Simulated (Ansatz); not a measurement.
NaLi6⁺, relaxed as a singlet with RKS PBE/def2-TZVP in Ansatz, starting from the GFN1-xTB geometry. Force threshold 0.02 eV/Å.

The restricted singlet is unstable towards broken spin symmetry in Hartree–Fock (as tested in another run); at PBE/def2-TZVP this wasn't settled. The structure comes from a short search, and lower isomers may exist.

Start:

```xyz
7

Li    0.235    0.184    2.237
Li    0.882    1.229   -1.915
Li    1.394    1.885    0.606
Li   -0.954    0.642    0.009
Li    1.100   -0.710   -0.057
Li   -0.643   -0.930   -1.992
Na   -2.014   -2.301    1.113
```

```csv
step,energy (eV),largest force component (eV/Å),SCF passes
1,-5632.0769,0.980,16
2,-5632.6361,0.466,19
3,-5632.8332,0.168,19
4,-5632.8678,0.074,19
5,-5632.8746,0.013,20
```

Force components are those of the run's own axes.

End:

```tsv
atom	x (Å)	y (Å)	z (Å)
Li1	0.0829	0.0927	2.7288
Li2	0.9682	1.2695	-2.2558
Li3	1.6148	2.0947	0.8047
Li4	-1.0001	0.7908	-0.0024
Li5	1.0210	-0.7577	-0.0120
Li6	-0.9648	-1.2441	-2.2338
Na7	-1.7220	-2.2460	0.9705
```

Bonds lost: Li2–Li3 (atoms count from 1). Metal–metal contacts that move far: Li1–Li3 2.63 to 3.17 Å, Li2–Li6 2.64 to 3.17 Å.

No frequencies were taken in this run, so the end may be a saddle point.

Hardware: 4 threads of Arm Neoverse V1 on a shared host. Wall time 3.9 s.
